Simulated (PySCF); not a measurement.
C3H6OS, SMILES CC(=O)CS, singlet, GFN2-xTB optimised geometry.

```
11

C      1.80    -0.49     0.00
C      0.29    -0.49     0.00
O     -0.37    -1.50    -0.01
C     -0.31     0.89     0.00
S     -2.12     0.87    -0.23
H      2.14    -0.31    -1.02
H      2.17    -1.47     0.32
H      2.19     0.29     0.64
H     -0.10     1.37     0.96
H      0.13     1.50    -0.80
H     -2.19    -0.46    -0.15
```

Density from PBE0/def2-TZVP in PySCF at that geometry.

Minimum of the electron density along straight lines between bonded atoms, close to the bond critical point (lines longer than 1.1 times the sum of covalent radii, or with two minima, are not listed):

```
bond    length / Å  ρ at the minimum / e bohr⁻³  ∇²ρ there / e bohr⁻⁵  position (fraction from the first atom)
------  ----------  ---------------------------  --------------------  ---------------------------------------
C1–C2        1.504                        0.263                 -0.69                                     0.48
C2–O3        1.203                        0.427                  0.04                                     0.33
C2–C4        1.514                        0.259                 -0.67                                     0.51
C4–S5        1.824                        0.178                 -0.29                                     0.48
C1–H6        1.089                        0.275                 -0.93                                     0.64
C1–H7        1.087                        0.281                 -0.97                                     0.65
C1–H8        1.086                        0.279                 -0.96                                     0.64
C4–H9        1.092                        0.278                 -0.95                                     0.65
C4–H10       1.091                        0.279                 -0.96                                     0.65
S5–H11       1.333                        0.223                 -0.66                                     0.66
```
